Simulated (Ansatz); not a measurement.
`BC#CC` + `B1N[SiH2]1` → `BN1B[SiH2]1` + `C#CC` at 600 K and 1 bar (ligand exchange at a B–C bond).

Calculated with Ansatz (gas phase, PBE0-D4/def2-TZVP geometries, no zero-point term in ΔE). CCSD(T)/CBS adds triple-zeta CCSD(T) − MP2 to the extrapolated MP2 energy (def2 sets, frozen cores). This one scheme is used for every species.

| species | CCSD(T)/CBS energy (Eh) | H − E (kJ/mol) | S (J/(mol·K)) |
| --- | --- | --- | --- |
| `BC#CC` | -141.88997 | 225.1 | 386.7 |
| `B1N[SiH2]1` | -370.97252 | 156.6 | 326.1 |
| `BN1B[SiH2]1` | -396.37777 | 198.6 | 384.6 |
| `C#CC` | -116.49627 | 182.1 | 298.5 |

H − E and S are ideal-gas, rigid-rotor, harmonic terms from PBE0-D4/def2-TZVP, for one conformer and one mirror image of each species. 1 Eh = 2625.50 kJ/mol, R = 8.31446 J/(mol·K).

Q: By hand: ΔE, ΔH, ΔS and ΔG.

A: ΔE = (-396.37777) + (-116.49627) − (-141.88997) − (-370.97252) = -0.01155 Eh = -30.3 kJ/mol. Δ(H − E) = 198.6 + 182.1 − 225.1 − 156.6 = -1.0, so ΔH = -31.3 kJ/mol. ΔS = 384.6 + 298.5 − 386.7 − 326.1 = -29.7 J/(mol·K). ΔG = -31.3 − 600 × (-29.7)/1000 = -13.5 kJ/mol.

Q: By hand: the equilibrium constant, and the temperature at which ΔG would vanish if ΔH and ΔS stayed fixed.

A: log₁₀ K = −ΔG/(RT ln 10) = 1.2. ΔG = 0 at ΔH/ΔS = 1054 K.

TΔS isn't small against ΔH here. A doubt of 5 kJ/mol in ΔE shifts log₁₀ K by 0.4 here. Other conformers and mirror images would add mixing entropy, several J/(mol·K) or more a flexible species. Modes under 60 cm⁻¹, often nearly free rotors, make the harmonic entropy too high. These are equilibria of isolated gas molecules and say nothing of rates. Largest T1 diagnostic: 0.014 (customary marks: 0.02 for closed shells, 0.045 for open ones).
